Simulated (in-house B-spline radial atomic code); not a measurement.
The silicon ion Si⁺ is squeezed into an impenetrable sphere of radius R (the orbitals vanish at R). No spin polarisation. Method: non-relativistic Hartree-Fock, average of configuration, point nucleus. Calculated with a radial B-spline atomic code at the basis-set limit.

Energies in eV above the free ion in [Ne] 3s2 3p1:

```
R (bohr)  highest level (eV)  [Ne] 3s2 3p1  [He] 2s2 2p5 3s2 3p1 3d1  [Ne] 3s1 3p1 3d1  -dE/dV in [Ne] 3s2 3p1 (GPa)
    9.27               -15.9     0.0006597                     111.6             15.33                       0.00117
    6.24               -15.8        0.1207                     112.3             16.34                         0.442
    5.46               -15.6        0.4338                     113.1             17.39                          2.04
    4.02                 -13          4.38                     118.8             24.28                          37.2
    3.85               -12.2         5.744                     120.6              26.2                          53.2
     2.9                  -2         26.75                     146.4             51.02                           455
    2.55                7.22         48.45                     172.4             73.74                          1110
    2.05                34.8         120.6                     257.3             143.2                          4780
     1.9                49.7         162.3                     305.7             181.4                          7840
    1.29                 208           666                       870               619                         92700
```

Task: Does [He] 2s2 2p5 3s2 3p1 3d1 fall below [Ne] 3s2 3p1 under compression?

Result: No, it stays above over the whole range.

Task: Does [Ne] 3s1 3p1 3d1 fall below [Ne] 3s2 3p1 under compression?

Result: Yes, between R = 1.9 and 1.29 bohr the order changes (near 1.72 bohr by linear interpolation).

The highest level is first positive in the row R = 2.55 bohr, pushed up by confinement above the zero of the free ion's potential. Each configuration is held fixed and needn't be the lowest in the sphere.
